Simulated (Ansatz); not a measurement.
`[F][Nb]([F])(=[S])[Cl]`, charge 0, multiplicity 1.

Task: Give a relaxed structure at PBE0-D4/def2-TZVP (Ansatz 0.2.0). (An estimate is asked.)

Result: Computed: 
Z-matrix (Å, degrees):
```
Nb
F 1 1.846
S 1 2.123 2 108.1
Cl 1 2.268 2 110.5 3 118.2
F 1 1.846 2 111.3 3 -118.6
```
Point group Cs.
